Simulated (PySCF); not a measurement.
Delta-SCF ions had no search for a lower state. Excitations are Tamm–Dancoff values on a coarser integration grid. The basis has no diffuse functions, so Rydberg states are missing or too high.

**CH4N, SMILES `C=[NH2+]` (charge 1, multiplicity 1)**

Method: CAM-B3LYP-D3(BJ)/def2-TZVP run with PySCF 2.14.0.

HOMO: -19.70 eV
LUMO: -7.23 eV
HOMO–LUMO gap: 12.46 eV
S1 excitation (TDA): 7.94 eV
S1 oscillator strength: 0.000
brightest of the four lowest singlets (TDA): 10.22 eV
T1 excitation (TDA): 5.73 eV
S1–T1 gap (TDA): 2.21 eV
vertical ionisation energy (Delta-SCF): 21.29 eV
adiabatic ionisation energy (no zero-point term): 20.91 eV
hole reorganisation energy (four-point): 1.678 eV
vertical electron affinity (Delta-SCF): 5.88 eV
adiabatic electron affinity (no zero-point term): 6.27 eV
electron reorganisation energy (four-point): 1.230 eV
total energy: -2584.06 eV
cost: very roughly 26 core-seconds

Bond lengths (Å): C1–N2 1.267, C1–H3 1.085, C1–H4 1.085, N2–H5 1.018, N2–H6 1.018. Bond angles (°): N2–C1–H3 119.7, N2–C1–H4 119.7, H3–C1–H4 120.5, C1–N2–H5 121.8, C1–N2–H6 121.8, H5–N2–H6 116.5.
Charge +1, spin multiplicity 1.
